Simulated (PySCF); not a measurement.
## Telling isomers of C₇H₅F₃NP apart by NMR

PySCF 2.14.0 with density-fitted response routines calculation with GFN2-xTB geometry and PBE0/pcSseg-1 with gauge-including orbitals; rapidly exchanging positions averaged, one computed conformer, gas phase, no relativistic terms.

Chemical shifts δ = σref − σ; TMS for ¹H and ¹³C, all at this level. Splittings of carbon signals by F and P are missing where no couplings were computed. Where no couplings were computed, multiplicities follow the n + 1 count of equivalent neighbours, and m marks all less simple cases (inequivalent or close neighbours, rings, F or P nearby). Shifts are as computed. Against solution values, carbons near 30 ppm lie about +3 ppm off and those near 130 ppm about +5 ppm. Of 1211 compounds with measured shifts, 218 miss one by over three times the rms of a fit or turn the order of signals round; such compounds aren't used in these exercises.

(1) Tabulate the signals of `FC(F)(F)/C=P\c1ccccn1`, `FC(F)(F)/C=P/c1cccnc1` and their relative energies.

(2) What is the quickest way to tell FC(F)(F)/C=P\c1ccccn1 from FC(F)(F)/C=P/c1cccnc1?

Results:

(1) 
```tsv
SMILES	carbon types	δC	δH	E rel. (kcal/mol)
FC(F)(F)/C=P\c1ccccn1	2×C 5×CH	180.7, 170.3, 154.4, 141.8, 134.1, 131.0, 128.3	9.01 (m, 1H), 8.71 (m, 1H), 8.01 (m, 1H), 7.93 (m, 1H), 7.39 (m, 1H)	1.2
FC(F)(F)/C=P/c1cccnc1	2×C 5×CH	196.0, 156.1, 154.9, 145.1, 142.6, 133.4, 128.3	9.01 (d, 1H), 8.92 (m, 1H), 8.46 (m, 1H), 7.87 (m, 1H), 7.48 (m, 1H)	0.0
```

Energies are electronic energies at PBE0/pcSseg-1 on these geometries, without zero-point or thermal terms, each for the one conformer computed, which needn't be the lowest.

(2) Both give the same number of carbon signals, with the same numbers of each carbon type, so the positions decide. The first has a substituted aromatic carbon next to a ring nitrogen (C) at 170.3 ppm, the second a carbon double-bonded to a heavier main-group atom (CH) at 196.0 ppm. Their most deshielded carbons lie at 180.7 and 196.0 ppm.
